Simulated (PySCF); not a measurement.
# Static response to an electric field

Species: C6H9OP.
Cartesian coordinates in Å at the GFN2-xTB level; atoms count from 1:
```
atom  x, y, z in Å
C1     2.0918   -2.1430    0.7529
C2     1.4416   -1.0822    0.2976
P3     0.0903   -0.2701    1.2327
C4     0.0163    1.3633    0.3558
C5     0.5646    2.7303    0.3447
C6    -0.8332    0.5075   -0.1580
O7    -1.7660    0.2989   -1.0782
C8    -2.4105   -0.9588   -1.0133
H9     2.8868   -2.6154    0.1970
H10    1.8531   -2.5769    1.7104
H11    1.6846   -0.6438   -0.6659
H12    0.0581    3.3249   -0.4141
H13    0.4281    3.1990    1.3190
H14    1.6333    2.7102    0.1301
H15   -2.9748   -1.0648   -1.9380
H16   -3.0915   -0.9983   -0.1574
H17   -1.6795   -1.7689   -0.9252
```

Level: B3LYP/def2-SVPD (PySCF), static field, nuclei fixed, core orbitals frozen in the response. The polarisability tensor in these axes (au):

```
x   106.89  -8.91  12.67
y    -8.91 120.57  -4.48
z    12.67  -4.48  87.32
```

Q: What are the eigenvalues, a third of the trace, and Δα (Δα² = ½Σ(αi − αj)² over the three pairs)?

A: Principal values 81.10, 106.20 and 127.48 au; mean 104.93 au = 15.55 Å³ = 17.30 × 10⁻⁴⁰ C²·m²/J; Δα = 40.22 au (38 % of the mean).

Q: What is the dipole moment, and where does it point?

A: (-0.24, -0.32, -0.96) D, 1.04 D in size, pointing from the negative to the positive side. Measured along this direction, the outermost atoms are H13 at the negative end and H15 at the positive end.

Q: Traceless (Buckingham) quadrupole moment about the centre of nuclear charge: eigenvalues?

A: -6.89, -0.58, 7.47 D·Å. The values depend on the origin, since the dipole doesn't vanish. The electronic extent ⟨r²⟩ about the same centre is 1341 bohr², a root-mean-square distance of 2.35 Å for the 68 electrons.

Q: In TDDFT the mean static polarisability is Σ f/ω² over all singlet excitations (ω in hartree). How much of it do the 8 lowest give? Their energies (eV) and oscillator strengths: 4.28, 0.0095; 5.20, 0.0030; 5.46, 0.0019; 5.63, 0.0512; 5.81, 0.0265; 5.95, 0.1257; 6.10, 0.0148; 6.25, 0.0629.

A: They add up to 6.40 au, 6.1 % of the 104.93 au; the largest single term is 2.63 au, from the state at 5.95 eV. Terms in order: 0.38, 0.08, 0.05, 1.20, 0.58, 2.63, 0.29, 1.19 au. Higher excitations give the rest. The strengths listed sum to 0.295.

Q: Directions of the eigenvectors, and the extent of the frame along each?

A: Largest value along (-0.51, 0.82, -0.25), where the nuclei span 6.48 Å; middle along (0.74, 0.57, 0.36), 6.30 Å; least along (-0.44, 0.00, 0.90), 2.56 Å. The response follows the extents in order.

Q: Estimate the molar refractivity from the static electronic polarisability.

A: Lorentz–Lorenz: R = (4π/3)N_A α = 2.5225 cm³/(mol·Å³) × 15.55 Å³ = 39.2 cm³/mol, in the limit of long wavelengths.

Q: Orientational against electronic polarisability at 250 K (dilute gas, rigid molecules)?

A: In Gaussian units μ²/3kT = 10.48 Å³ against 15.55 Å³, a ratio of 0.67; the Debye molar polarisation (4π/3)N_A(α + μ²/3kT) is 65.7 cm³/mol, leaving out the vibrational part.

Isolated species at its GFN2-xTB geometry (one conformer only).
